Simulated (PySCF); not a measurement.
Basis and Hamiltonian dependence of the excitation energy of Pb²⁺

Pb²⁺ [Xe] 4f14 5d10 6s2 (1S) → Pb²⁺ [Xe] 4f14 5d10 6s1 6p1, s spin flipped. All values are computed (PySCF 2.14, energy differences of UHF-based or UKS calculations, no spin-orbit coupling). Values in eV.

```csv
basis,Hamiltonian,functions,UHF,PBE,PBE0,MP2 (valence)
cc-pVTZ-PP with ECP60MDF,ECP,39,9.679,10.163,10.120,9.696
"aug-cc-pVTZ-PP with one added diffuse shell each of d, f type with ECP60MDF",ECP,67,9.650,10.143,10.098,9.669
aug-cc-pVQZ-PP with ECP60MDF,ECP,92,9.636,10.135,10.091,9.660
"x2c-TZVPPall with one added diffuse shell each of s, p, d, f type",spin-free X2C,99,9.645,10.129,10.077,9.677
cc-pV5Z-PP with ECP60MDF,ECP,103,9.631,10.131,10.087,9.657
aug-cc-pwCVTZ-DK3,spin-free X2C,125,9.600,10.096,10.042,9.634
```

Frozen in the all-electron rows: valence: [Xe] 4f14 5d10; with a core potential, the same shells as far as they lie outside it.

In the upper determinant the s electron has its spin opposite to the other open shell, which mixes two multiplicities.
